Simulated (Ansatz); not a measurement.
PtS3⁻. Charge -1, multiplicity 2. Geometry r2SCAN-D4/def2-SVPD; atoms count from 1.

Cartesian coordinates in Å:
```
Pt -0.422 -0.889 -0.077
S -0.134 -2.907 0.621
S -0.402 1.238 -0.585
S 0.958 2.558 0.041
```

In the def2 sets Pt takes a core potential; there is no spin–orbit coupling. The charge -1 doublet is spin-contaminated (final ⟨S²⟩ up to 1.24, 0.75 for a pure state). Another isomer (doublet) lies 0.68 eV lower at PBE0-D4/def2-TZVPD; other spin states weren't run for this one.

Estimate the Mulliken populations from the PBE0/def2-TZVPD orbitals of Ansatz.


```json
{"atom": "Pt1", "charge (e)": "-0.12", "spin (α − β)": "0.59", "d electrons": "8.57"}
{"atom": "S2", "charge (e)": "-0.43", "spin (α − β)": "0.94", "d electrons": "–"}
{"atom": "S3", "charge (e)": "-0.08", "spin (α − β)": "-0.17", "d electrons": "–"}
{"atom": "S4", "charge (e)": "-0.38", "spin (α − β)": "-0.36", "d electrons": "–"}
```
Mulliken values depend strongly on the basis. With diffuse functions, as here, like atoms can get unlike values, and bond orders can come out too low or too high.

Where does the spin sit?

Summed by element: Pt 0.59, S 0.41, of 1 unpaired in all. Largest on single atoms: S2 0.94, Pt1 0.59, S4 -0.36.

And the Mayer bond orders between heavy atoms (over 0.3)?

Pt1–S2 1.57 (2.15 Å); Pt1–S3 1.00 (2.19 Å); S3–S4 1.40 (2.00 Å).
